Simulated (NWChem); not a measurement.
Molecule: C2H6BCl; SMILES B(CC)Cl

```xyz
10

B     -0.5082    -0.1579    -0.0918
H     -1.6590    -0.0523    -0.4453
Cl     0.0240    -1.7839     0.3074
C      0.4843     1.0425    -0.0475
C     -0.1389     2.4280     0.0947
H      1.0085     0.9657    -1.0255
H      1.2796     0.8680     0.6969
H     -0.6222     2.5513     1.0765
H     -0.9113     2.6030    -0.6702
H      0.6112     3.2276    -0.0021
```
Atoms are numbered in this order, from 1.

All runs: NWChem. Pople sets run with spherical d functions. All runs use the structure optimised with PBE0/def2-SVP. GIAO values for the isolated, static molecule; σ is the absolute isotropic shielding, δ = σ(reference) − σ with the isolated reference molecule computed at the same levels (11B: boron trifluoride, 13C: tetramethylsilane, 1H: tetramethylsilane).

```
level               δ B1 (ppm)  σ Cl3 (ppm)  δ C4 (ppm)  δ C5 (ppm)  δ H6 (ppm)  δ H7 (ppm)  δ H8 (rotor mean) (ppm)
------------------  ----------  -----------  ----------  ----------  ----------  ----------  -----------------------
KT2/pcSseg-1              63.3        632.7        29.6        11.1        1.08        1.65                     1.21
BHandHLYP/pcSseg-1        66.9        690.6           …        10.9           …           …                     1.23
PBE0/pcSseg-1             67.1        651.0        28.0        10.9        0.98        1.63                     1.23
B3LYP/6-31G*              64.0        692.3        25.4        11.4        0.99        1.67                     1.22
```

**Question.** Some entries are withheld; supply them.

**Answer.** 
- BHandHLYP/pcSseg-1, δ C4 (ppm): 26.1
- BHandHLYP/pcSseg-1, δ H6 (ppm): 0.87
- BHandHLYP/pcSseg-1, δ H7 (ppm): 1.51
